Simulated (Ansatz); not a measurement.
Program: Ansatz. Geometries: PBE0-D4/def2-TZVP. ΔE: electronic, gas phase. CCSD(T)/CBS adds triple-zeta CCSD(T) − MP2 to the extrapolated MP2 energy (def2 sets, frozen cores). DFT in def2-TZVPP. For Ge outer-core shells are correlated without core-valence functions, which leaves a few kJ/mol of doubt a bond. Scalar relativity is left out up to krypton. One conformer a species, not always the lowest.

Reaction (formal exchange of groups at a Ge–O bond): `CC#[C][GeH2][OH]` + `NC1(O)SS1` → `CC#[C][GeH2][NH2]` + `OC1(O)SS1`

```json
{"species": "`CC#[C][GeH2][OH]`", "ωB97M-V energy (Eh)": "-2270.00277"}
{"species": "`NC1(O)SS1`", "ωB97M-V energy (Eh)": "-966.25376"}
{"species": "`CC#[C][GeH2][NH2]`", "ωB97M-V energy (Eh)": "-2250.11140"}
{"species": "`OC1(O)SS1`", "ωB97M-V energy (Eh)": "-986.13224"}
```

(1) Work out ΔE.

Largest T1 diagnostic among the species: 0.013.

Results:

(1) ΔE = (-2250.11140) + (-986.13224) − (-2270.00277) − (-966.25376) = 0.01289 Eh = +33.8 kJ/mol. CCSD(T)/CBS gives +36.1 kJ/mol.
